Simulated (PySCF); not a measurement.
BeClI, SMILES [Cl][Be][I]. Coordinates come from a B3LYP-D3(BJ)/def2-TZVP optimisation. The def2 effective core potentials stand for the cores of I; spin–orbit coupling is left out.

Level of theory: B3LYP-D3(BJ)/def2-TZVP (PySCF).

Harmonic wavenumbers (cm⁻¹): 207, 207, 271, 1016. Rotational constants (GHz): 1.121 (linear); symmetry number 1.

Work out the zero-point energy and the ideal-gas rigid-rotor harmonic-oscillator thermochemistry at 298.15 K and 1 atm.

ZPE = ½ Σ hcν = ½ × 1701 cm⁻¹ = 2.43 kcal/mol. H − E(el) = 5.50 kcal/mol. Entropy in cal/(mol K): translation 41.32, rotation 19.12, vibration 5.82, total 66.26. G − E(el) = -14.25 kcal/mol. Cp = 12.70 cal/(mol K).
